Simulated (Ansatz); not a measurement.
C₄H₁₀O₂ (SMILES COCC(C)O), singlet, geometry from GFN2-xTB. Base run: CAM-B3LYP/6-31G (Ansatz, a program for electronic structure).

Ansatz was given this input:
Ansatz 0.2 input:
```yaml
crystal:
  periodic: [false, false, false]
  atoms:
    - {symbol: C, position_ang: [2.54950472, 0.54334797, -0.24605806]}
    - {symbol: O, position_ang: [1.38345909, -0.09997987, 0.19559518]}
    - {symbol: C, position_ang: [0.23988357, 0.24045846, -0.55972664]}
    - {symbol: C, position_ang: [-0.95499430, -0.50342354, 0.04806535]}
    - {symbol: C, position_ang: [-2.24478646, -0.19004403, -0.69843881]}
    - {symbol: O, position_ang: [-1.11983341, -0.13106068, 1.39642165]}
    - {symbol: H, position_ang: [2.45241018, 1.63403526, -0.17660422]}
    - {symbol: H, position_ang: [3.35582024, 0.20771282, 0.40294336]}
    - {symbol: H, position_ang: [2.78045923, 0.27681584, -1.28466438]}
    - {symbol: H, position_ang: [0.06530137, 1.32623464, -0.51216537]}
    - {symbol: H, position_ang: [0.37389487, -0.04723821, -1.61269568]}
    - {symbol: H, position_ang: [-0.74305430, -1.58420892, -0.01046806]}
    - {symbol: H, position_ang: [-2.44188471, 0.87797047, -0.66031259]}
    - {symbol: H, position_ang: [-2.17127461, -0.50778994, -1.73444189]}
    - {symbol: H, position_ang: [-3.06987896, -0.70923108, -0.22025609]}
    - {symbol: H, position_ang: [-0.24844409, -0.16800953, 1.80947925]}
basis:
  gaussian:
    orbitals: 6-31G
hamiltonian:
  xc: cam_b3lyp
```

Each row names what was changed in the base input (with any setting that the change needs).

```tsv
change	E (Eh)
base	-308.62349
functional = PBE-QIDH	___
functional = blyp	-308.64473
functional = pbe0; dispersion = d3bjatm	___
functional = pbe	___
functional = PBE0-DH	-308.33337
functional = BHLYP	-308.58052
functional = hf	-306.86015
functional = SVWN5	-306.19850
functional = r2scan	-308.59169
functional = B2GP-PLYP	___
functional = wB97X-V	-308.67446
functional = wB97X	-308.69257
```

### Question
Complete the blanks.

### Answer

- functional = PBE-QIDH, E (Eh): -308.14873
- functional = pbe0; dispersion = d3bjatm, E (Eh): -308.42554
- functional = pbe, E (Eh): -308.39148
- functional = B2GP-PLYP, E (Eh): -308.21661

Total energies compare only within one method and basis.
